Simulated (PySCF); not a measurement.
C2H4F, SMILES C[CH]F (connectivity only; charge and spin as stated), charge +1, multiplicity 1.

Coordinates come from a PBE-D3(BJ)/def2-TZVP optimisation. The multiplicity is an assumed one; other spin states were not compared. The isomer is the one that the SMILES or the coordinates give; other isomers of the formula were not compared.

All values below come from PBE-D3(BJ)/def2-TZVP in PySCF.

No scaling factor is applied to the harmonic values.

Computed harmonic wavenumbers and intensities:
| mode | ν (cm⁻¹) | IR (km/mol) | moving atoms (share of kinetic energy) |
|---|---|---|---|
| 1 | 128 | 3.1 | H 81 %, C 12 % |
| 2 | 481 | 12.5 | C 36 %, H 35 %, F 29 % |
| 3 | 686 | 14.7 | H 92 %, C 8 % |
| 4 | 886 | 6.8 | H 54 %, C 33 %, F 13 % |
| 5 | 1080 | 5.9 | H 52 %, C 47 % |
| 6 | 1157 | 58.0 | H 65 %, C 33 % |
| 7 | 1238 | 204.5 | H 66 %, C 33 % |
| 8 | 1322 | 27.3 | H 95 % |
| 9 | 1327 | 46.7 | H 57 %, F 22 %, C 21 % |
| 10 | 1357 | 23.7 | H 78 %, C 19 % |
| 11 | 1530 | 175.9 | C 63 %, H 28 %, F 9 % |
| 12 | 2877 | 134.9 | H 96 % |
| 13 | 2884 | 68.0 | H 92 % |
| 14 | 3050 | 4.2 | H 91 %, C 9 % |
| 15 | 3110 | 26.1 | H 91 %, C 9 % |
